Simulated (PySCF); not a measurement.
# Steps of a relaxation of Yb(BH4)2

Yb(BH4)2 (singlet in the valence; each metal's 4f electrons, 14 of them, lie in its core potential, out of spins and levels). PySCF 2.14.0, RKS PBE0, Yb lcecp-0-SVP with ECP60, B def2-SVP, H def2-SVP; non-relativistic Hamiltonian with scalar-relativistic core potentials where named; density fitting; no spin-orbit coupling. Origin of the start: template. Columns: position (Å) and force (eV/Å). Energies are counted from the last step; some of the 33 steps are shown. Forces carry noise of the integration grid, about 0.01 to 0.03 eV/Å.

Run from Python with OMP_NUM_THREADS=2. Where DIIS fails, smearing, a level shift and second-order steps follow.
It took 2 min on 2 threads of Arm Neoverse V1 (shared host), from the converged density of the start.

```xyz
11
step 0  E = 0.197 eV
Yb    0.0000    0.0000   -0.1543     0.00    0.00    0.78
B     2.3408    0.0000    0.8933    -0.11   -0.02   -0.01
H     3.4361    0.0000    1.3834     0.26    0.01    0.11
H     1.6206   -0.8335    1.4842    -0.20    0.04   -0.17
H     2.4262   -0.3051   -0.3159    -0.22   -0.01   -0.19
H     1.8365    1.1386    1.0018    -0.23   -0.01   -0.13
B    -2.3408    0.0000    0.8933     0.11    0.02   -0.01
H    -3.4361    0.0000    1.3834    -0.26   -0.01    0.11
H    -1.6206    0.8335    1.4842     0.20   -0.04   -0.17
H    -2.4262    0.3051   -0.3159     0.22    0.01   -0.19
H    -1.8365   -1.1386    1.0018     0.23    0.01   -0.13
```

```xyz
11
step 11  E = 0.014 eV
Yb    0.0000    0.0000    0.5505     0.00    0.00   -0.01
B     2.5180   -0.0015    0.8233    -0.05    0.04   -0.07
H     3.7191   -0.0012    0.9845    -0.06   -0.01   -0.03
H     1.9485   -0.8286    1.5741     0.01   -0.02    0.04
H     2.1948   -0.2952   -0.3581     0.00    0.01    0.06
H     2.0178    1.1249    1.0708     0.01   -0.02    0.00
B    -2.5179    0.0015    0.8233     0.05   -0.04   -0.07
H    -3.7191    0.0011    0.9844     0.06    0.01   -0.03
H    -1.9486    0.8286    1.5742    -0.01    0.02    0.04
H    -2.1947    0.2952   -0.3580     0.00   -0.01    0.06
H    -2.0178   -1.1249    1.0708    -0.01    0.02    0.00
```

```xyz
11
step 21  E = 0.003 eV
Yb    0.0002    0.0000    0.8363     0.00    0.00    0.01
B     2.5214   -0.0042    0.7887     0.00    0.05    0.01
H     3.7300    0.0083    0.7606     0.01   -0.02   -0.01
H     2.0816   -0.7338    1.7094    -0.01    0.00    0.01
H     2.0308   -0.4280   -0.2857     0.02    0.00   -0.01
H     2.0577    1.1481    0.9785     0.00   -0.01   -0.01
B    -2.5214    0.0042    0.7888     0.00   -0.05    0.01
H    -3.7300   -0.0083    0.7604    -0.01    0.02   -0.01
H    -2.0817    0.7338    1.7096     0.01    0.00    0.00
H    -2.0308    0.4281   -0.2856    -0.02    0.00   -0.01
H    -2.0579   -1.1481    0.9787     0.00    0.01   -0.01
```

**Question.** Where does the relaxation end?

**Answer.** It converges at step 32 in D3d:
```xyz
11
step 32  E = 0
Yb    0.0000   -0.0001    0.7895
B     2.5230    0.0000    0.7949
H     3.7323   -0.0007    0.7980
H     2.0556   -0.5939    1.7975
H     2.0596   -0.5724   -0.2214
H     2.0584    1.1659    0.8061
B    -2.5230    0.0001    0.7949
H    -3.7323    0.0008    0.7981
H    -2.0555    0.5938    1.7974
H    -2.0597    0.5724   -0.2215
H    -2.0585   -1.1659    0.8061
```

**Question.** How did the contacts change?

**Answer.** 
```
      contact  start (Å)  end (Å)
 Yb1–H5 (BH4)      2.451    2.365
Yb1–H10 (BH4)      2.451    2.365
```


An lcecp potential fixes the number of 4f electrons, so in runs with it no electron can move into or out of that shell.
